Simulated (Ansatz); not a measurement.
A nudged elastic band was laid between two geometries of AlFH6O4Zr (13 atoms, charge 0, multiplicity 1).

Method: RKS PBE/def2-SVP (Ansatz 0.2.0).

```
movable images  : 5
climbing image  : yes
spring          : 5.0 eV/Å²
optimiser       : quadratic models (default)
start path      : through a guess of the saddle point
force threshold : 0.03 eV/Å
iteration limit : 60
end points      : relaxed
```

Initial state:

```xyz
13
Properties=species:S:1:pos:R:3
Zr -0.244 0.230 0.476
F -1.374 0.045 2.041
O 1.883 0.200 -0.049
H 2.273 -0.275 -0.800
O -1.070 1.518 -0.697
H -1.645 1.791 -1.426
O -0.479 -1.529 -0.291
H -0.585 -2.477 -0.451
O 1.014 1.385 1.866
Al 2.762 1.224 1.247
H 3.654 0.318 2.230
H 3.349 2.582 0.627
H 0.711 1.626 2.757
```

Final state:

```xyz
13
Properties=species:S:1:pos:R:3
Zr -0.250 0.271 0.459
F -1.568 0.969 1.701
O 1.785 0.695 -0.238
H 2.070 0.718 -1.165
O -0.984 0.966 -1.190
H -1.409 1.518 -1.859
O -0.425 -1.650 0.445
H -0.767 -2.483 0.088
O 1.140 0.773 2.089
Al 2.784 1.120 1.285
H 3.896 0.009 1.602
H 3.148 2.684 1.345
H 0.831 1.049 2.968
```

What changes between the two ends?

No bond is made or broken.  The two ends are copies of one structure, up to a mirror image or an exchange of like atoms.

What energy profile does the band end with?

It converged. The highest image is number 3 of 0 to 6, 0.009 eV above the ends, which have the same energy within 2 meV. A vibrational analysis at the climbing image gives no mode beyond 40i cm⁻¹: the surface is too flat there to confirm a saddle point.

```csv
image,path coordinate (Å),energy (eV)
0,0.00,0.000
1,0.43,0.001
2,0.86,0.006
3,1.29,0.009
4,1.74,0.007
5,2.19,0.003
6,2.65,0.000
```

What is the geometry of the highest image?


```xyz
13
Properties=species:S:1:pos:R:3:forces:R:3
Zr -0.245 0.260 0.423 0.00 0.01 0.00
F -1.609 0.557 1.772 0.00 0.00 0.00
O 1.887 0.382 -0.142 0.01 0.00 0.00
H 2.276 0.120 -0.991 -0.01 0.00 0.00
O -0.916 1.285 -1.064 0.00 -0.01 0.00
H -1.473 1.674 -1.751 0.00 0.00 0.00
O -0.425 -1.632 0.109 0.00 0.00 0.00
H -0.698 -2.554 0.020 0.00 0.00 0.00
O 1.022 1.150 1.970 0.00 0.00 -0.01
Al 2.765 1.168 1.304 0.01 0.00 0.00
H 3.718 0.135 2.079 0.00 0.00 0.00
H 3.274 2.654 0.970 0.00 0.00 0.00
H 0.675 1.439 2.829 0.00 0.00 0.00
```

The run took 5.1 min on 4 threads of AMD EPYC 7B13 (Zen 3), with other jobs on the host, peak memory 0.24 GiB.
